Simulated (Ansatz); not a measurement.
Method: PBE0-D4/def2-TZVP (Ansatz, a quantum-chemistry and plane-wave program). No frequencies were computed at this level.

Ansatz 0.2 input:
```yaml
crystal:
  periodic: [false, false, false]
  atoms:
    - { symbol: Cl, position_ang: [1.695911, 0.926034, -0.019267] }
    - { symbol: Si, position_ang: [-0.00771, -0.139129, 0.006304] }
    - { symbol: Cl, position_ang: [-1.583338, 1.105338, -0.072751] }
    - { symbol: H, position_ang: [-0.069085, -0.890504, 1.250349] }
    - { symbol: H, position_ang: [-0.035778, -1.001739, -1.164635] }
basis:
  gaussian: { orbitals: def2-tzvp }
hamiltonian:
  xc: pbe0
  dispersion: d4
relax:
  max_steps: 150
```

Output:

```
Functional definition: PBE0
892 factors; their error is unknown
mean field evaluation 1: about -32947.1262 eV, gradient 1.3e1 eV
mean field evaluation 2: about -32947.3791 eV, gradient 8.8e0 eV
mean field evaluation 4: about -32947.5114 eV, gradient 4.1e-1 eV
mean field evaluation 8: about -32947.6186 eV, gradient 1.3e-2 eV
mean field -32947.61855038 eV, -1210.8026490285 hartree, gradient 2.2e-5 eV, S^2 0.000000; 0 other end points of the search recorded, 0 dependent functions left out
reference -32947.61857780 eV, -1210.8026500360 hartree; 25, 25 occupied and 98, 98 virtual orbitals, 892 factors
relax step   1: F+E_penalty+E_count = -32947.72245179 eV  Δ(F+E_penalty+E_count) = +0.000e0 eV  max|allowed force component| = 6.007e-1 eV/Å  Δτ_max = 0.0000 Å  (24 SCF iters, accepted)
these checks for a lower state are left out or cut short: starts, cluster_reference, orbital_swaps, neighbouring_geometries, increment
892 factors; their error is unknown
mean field evaluation 16: about -32947.5400 eV, gradient 1.3e-2 eV
mean field -32947.64753822 eV, -1210.8037143119 hartree, gradient 6.8e-5 eV, S^2 0.000000; 0 other end points of the search recorded, 0 dependent functions left out
reference -32947.64756585 eV, -1210.8037153274 hartree; 25, 25 occupied and 98, 98 virtual orbitals, 892 factors
relax step   2: F+E_penalty+E_count = -32947.75052416 eV  Δ(F+E_penalty+E_count) = -2.807e-2 eV  max|allowed force component| = 1.060e-1 eV/Å  Δτ_max = 0.0412 Å  (25 SCF iters, accepted)
these checks for a lower state are left out or cut short: starts, cluster_reference, orbital_swaps, neighbouring_geometries, increment
892 factors; their error is unknown
mean field -32947.64884275 eV, -1210.8037622526 hartree, gradient 6.3e-5 eV, S^2 0.000000; 0 other end points of the search recorded, 0 dependent functions left out
reference -32947.64887038 eV, -1210.8037632681 hartree; 25, 25 occupied and 98, 98 virtual orbitals, 892 factors
relax step   3: F+E_penalty+E_count = -32947.75207084 eV  Δ(F+E_penalty+E_count) = -1.547e-3 eV  max|allowed force component| = 4.963e-2 eV/Å  Δτ_max = 0.0127 Å  (26 SCF iters, accepted)
these checks for a lower state are left out or cut short: starts, cluster_reference, orbital_swaps, neighbouring_geometries, increment
892 factors; their error is unknown
mean field evaluation 32: about -32947.6489 eV, gradient 6.4e-6 eV
mean field -32947.64892834 eV, -1210.8037653980 hartree, gradient 6.4e-6 eV, S^2 0.000000; 0 other end points of the search recorded, 0 dependent functions left out
reference -32947.64895597 eV, -1210.8037664134 hartree; 25, 25 occupied and 98, 98 virtual orbitals, 892 factors
relax step   4: F+E_penalty+E_count = -32947.75213981 eV  Δ(F+E_penalty+E_count) = -6.896e-5 eV  max|allowed force component| = 8.329e-3 eV/Å  Δτ_max = 0.0022 Å  (23 SCF iters, accepted)
892 factors; their error is unknown
mean field -32947.64892834 eV, -1210.8037653980 hartree, gradient 6.6e-6 eV, S^2 0.000000; 1 other end points of the search recorded, 0 dependent functions left out
reference -32947.64895597 eV, -1210.8037664134 hartree; 25, 25 occupied and 98, 98 virtual orbitals, 892 factors
Total energy: -32947.75216744 eV, -1210.8075593648 hartree
Atom 0 at     1.726501     0.934098    -0.019216 Å, force    -0.001407    -0.001447     0.000047 eV/Å
Atom 1 at    -0.007790    -0.140570     0.006369 Å, force     0.000462     0.008329    -0.000377 eV/Å
Atom 2 at    -1.612852     1.116688    -0.073681 Å, force     0.001239    -0.001592     0.000090 eV/Å
Atom 3 at    -0.069855    -0.898583     1.270451 Å, force    -0.000176    -0.002549     0.002216 eV/Å
Atom 4 at    -0.036004    -1.011633    -1.183923 Å, force    -0.000118    -0.002742    -0.001976 eV/Å
Dipole moment:    -0.013255    -0.239188     0.010835 e Å
```

Cost: around 13 core-seconds (rough).
